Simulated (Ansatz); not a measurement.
Isomers of CH₆FGeNSi, relaxed with PBE0-D4/def2-TZVP in Ansatz; electronic energies, one conformer each and not always the lowest. Functionals use def2-TZVPP; CBS adds triple-zeta CCSD(T) − MP2 to the MP2 limit of def2-TZVPP and def2-QZVPP.

Outer-core shells of Ge are correlated without core-valence functions. Scalar relativity is left out up to krypton. Spin–orbit coupling is left out.

Task: Order them by energy at frozen-core CCSD(T)/CBS, lowest first. (An estimate is asked.)
A. `F[SiH]1C[NH][GeH2]1`
B. `F[SiH]1C[N]1[GeH3]`
C. `N[C]1(F)[SiH2][GeH2]1`
D. `[F][GeH2]/[N]=C/[SiH3]`
E. `N[Si@H]1[GeH2][C@@H]1F`

Result: A (0.0 kJ/mol), B (21.9 kJ/mol), D (111.8 kJ/mol), E (203.9 kJ/mol), C (287.6 kJ/mol).

Task: How do PBE-D4, HF/CBS(def2), r2SCAN-D4, B2PLYP place them (kJ/mol, against `F[SiH]1C[NH][GeH2]1`)? (Best estimate.)

Result: Computed: 
| isomer | PBE-D4 | HF/CBS(def2) | r2SCAN-D4 | B2PLYP |
| --- | --- | --- | --- | --- |
| `F[SiH]1C[N]1[GeH3]` | 32.6 | 0.4 | 19.8 | 15.4 |
| `[F][GeH2]/[N]=C/[SiH3]` | 116.1 | 69.7 | 112.7 | 96.7 |
| `N[C]1(F)[SiH2][GeH2]1` | 252.8 | 314.6 | 269.5 | 285.4 |
| `N[Si@H]1[GeH2][C@@H]1F` | 181.1 | 223.3 | 190.0 | 202.0 |
